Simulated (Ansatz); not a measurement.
Reaction (cleavage of the Si–Si bond): `[SiH3][SiH2][SiH]1[CH2][AlH]1` + `CSS` → `CSS[SiH2][SiH3]` + `[CH2]1[AlH][SiH2]1`

Gas-phase electronic energies from Ansatz, PBE0-D4/def2-TZVP geometries. CCSD(T)/CBS adds triple-zeta CCSD(T) − MP2 to the extrapolated MP2 energy (def2 sets, frozen cores). DFT in def2-TZVPP. B3LYP here is the variant with VWN-RPA as its local correlation; programs differ in this. One conformer a species, not always the lowest.

```csv
level,ΔE (kcal/mol)
PBE0-D4,-7.2
B3LYP-D4,-9.2
ωB97X-V,-8.6
ωB97M-V,-9.7
CCSD(T)/def2-TZVPP,-8.2
HF/def2-QZVPP,-10.1
MP2/def2-QZVPP,-10.4
SCS-MP2/def2-QZVPP,-10.4
```

Problem. What does CCSD(T)/CBS give? (Estimate.)

Solution. Computed: -9.0 kcal/mol. The listed levels differ from it by 1.8, -0.2, 0.4, -0.7, 0.8, -1.1, -1.4, -1.4 kcal/mol.

Largest T1 diagnostic among the species: 0.014.

The D4 term adds −1.2 kcal/mol with B3LYP and −0.6 kcal/mol with PBE0; it sums over pairs of atoms, weighted by their polarisabilities, and B3LYP, whose exchange is more repulsive, gets the larger term.
